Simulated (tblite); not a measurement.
Species: C₆H₈O₂SSi.
Atom-mapped SMILES: `[CH2:1]=[C:2]([CH3:3])[SiH2:4][S:5][C:6](=[C:7]=[O:8])[CH:9]=[O:10]` (hydrogens: H11, H12 on C1; H13, H14, H15 on C3; H16, H17 on Si4; H18 on C9)

The geometry is computed with GFN2-xTB (gas phase).

**Question.** Give the optimised bond lengths and angles.

**Answer.** 
```json
{"bond": "C1=C2", "length (bohr)": "2.503", "order": "double"}
{"bond": "C2–C3", "length (bohr)": "2.836", "order": "single"}
{"bond": "C2–Si4", "length (bohr)": "3.568", "order": "single"}
{"bond": "Si4–S5", "length (bohr)": "4.169", "order": "single"}
{"bond": "S5–C6", "length (bohr)": "3.393", "order": "single"}
{"bond": "C6=C7", "length (bohr)": "2.481", "order": "double"}
{"bond": "C7=O8", "length (bohr)": "2.180", "order": "double"}
{"bond": "C6–C9", "length (bohr)": "2.700", "order": "single"}
{"bond": "C9=O10", "length (bohr)": "2.296", "order": "double"}
{"bond": "C1–H11", "length (bohr)": "2.032", "order": "single"}
{"bond": "C1–H12", "length (bohr)": "2.041", "order": "single"}
{"bond": "C3–H13, C3–H14, C3–H15", "length (bohr)": "2.059", "order": "single"}
{"bond": "Si4–H16", "length (bohr)": "2.792", "order": "single"}
{"bond": "Si4–H17", "length (bohr)": "2.743", "order": "single"}
{"bond": "C9–H18", "length (bohr)": "2.078", "order": "single"}
```

Bonds in one row agree within 0.02 bohr and their mean is given. Orders are formal, as drawn. A selection of angles:
```json
{"angle": "C1–C2–C3", "degrees": "121.5"}
{"angle": "C1–C2–Si4", "degrees": "121.5"}
{"angle": "C3–C2–Si4", "degrees": "117.0"}
{"angle": "C2–Si4–S5", "degrees": "112.7"}
{"angle": "Si4–S5–C6", "degrees": "102.1"}
{"angle": "S5–C6–C7", "degrees": "114.3"}
{"angle": "S5–C6–C9", "degrees": "118.9"}
{"angle": "C7–C6–C9", "degrees": "126.8"}
{"angle": "C6–C7–O8", "degrees": "176.9"}
{"angle": "C6–C9–O10", "degrees": "123.5"}
```

Dihedral angles: C1–C2–Si4–S5 152° (antiperiplanar); C2–Si4–S5–C6 -65° (synclinal); Si4–S5–C6–C7 171° (antiperiplanar); S5–C6–C9–O10 1° (synperiplanar). The mirror-image conformer, all signs reversed, is as good.

Si4 and O10 aren't drawn bonded (4 bonds apart) but lie 2.41 Å from each other; Cordero's covalent radii sum to 1.77 Å. Si4 (SiH2 silicon) has angles from 92.1° to 123.0°. Of the pairs four or more bonds apart, those above aside, C2···O10 is among the closest relative to their van der Waals radii: 2.75 Å, 85 % of the sum of Bondi's values. The 4 C–C bonds span 1.313 Å (C6=C7, drawn double) to 1.500 Å (C2–C3, drawn single), a spread of 0.187 Å. The C–O distances run from 1.154 Å (C7=O8, drawn double) to 1.215 Å (C9=O10, drawn double), a spread of 0.061 Å.

Point group: C1 (no symmetry element, even within 0.4 Å). Its lowest GFN2-xTB frequency is 14 cm⁻¹, too small to tell a flat minimum from a shallow saddle. One conformer, not necessarily the lowest. 3 starts were optimised and ended at 0.00, 2.08 and 3.64 kcal/mol (GFN2-xTB); the lowest of these is shown.

The run took 1.8 s on Arm Neoverse V1, one thread, no GPU, shared host with 64 logical CPUs at a one-minute load of 26. This is the geometry optimisation.
